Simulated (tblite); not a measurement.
Parent: `[CH3:1][O:2]/[C:3]([C:4]#[N:5])=[CH:6]/[SiH2:7][CH3:8]` with C1–O2–C3–C4 180°, C3–C6–Si7–C8 169°, C5H9NOSi.

The geometries are computed with GFN2-xTB (gas phase). One conformer each, not checked by frequencies here.

```
coordinate of the parent    value
                   C1–O2  1.406 Å
                   O2–C3  1.363 Å
                   C3–C4  1.423 Å
                   C4≡N5  1.145 Å
                   C3=C6  1.340 Å
                  C6–Si7  1.882 Å
                  Si7–C8  1.898 Å
                C1–O2–C3   117.6°
                O2–C3–C4   112.1°
                O2–C3–C6   128.4°
                C4–C3–C6   119.5°
                C3–C4–N5   178.8°
               C3–C6–Si7   123.6°
               C6–Si7–C8   105.7°
```

Q: How does the shared frame change in `[CH3:1][NH:2][SiH2:3]/[CH:4]=[C:5](/[C:6]#[N:7])[O:8][CH3:9]` with C1–N2–Si3–C4 -178°, N2–Si3–C4–C5 178°, C4–C5–O8–C9 -178°, C5H10N2OSi? Atoms pair as C1 = C9, O2 = O8, C3 = C5, C4 = C6, N5 = N7, C6 = C4, Si7 = Si3 (parent first).

A: 
| parent | relative | value in the relative | change |
| --- | --- | --- | --- |
| C1–O2 | C9–O8 | 1.410 Å | +0.004 |
| O2–C3 | O8–C5 | 1.363 Å | 0.000 |
| C3–C4 | C5–C6 | 1.418 Å | -0.005 |
| C4≡N5 | C6≡N7 | 1.148 Å | +0.003 |
| C3=C6 | C5=C4 | 1.339 Å | -0.001 |
| C6–Si7 | C4–Si3 | 1.874 Å | -0.008 |
| C1–O2–C3 | C9–O8–C5 | 117.2° | -0.4 |
| O2–C3–C4 | O8–C5–C6 | 120.0° | +7.9 |
| O2–C3–C6 | O8–C5–C4 | 120.0° | -8.4 |
| C4–C3–C6 | C6–C5–C4 | 120.0° | +0.5 |
| C3–C4–N5 | C5–C6–N7 | 177.5° | -1.3 |
| C3–C6–Si7 | C5–C4–Si3 | 118.9° | -4.7 |

Of the parent's bonds, C6–Si7 changes most (-0.008 Å). Bonds of the relative outside the shared frame: C1–N2 1.441, N2–Si3 1.717 Å.
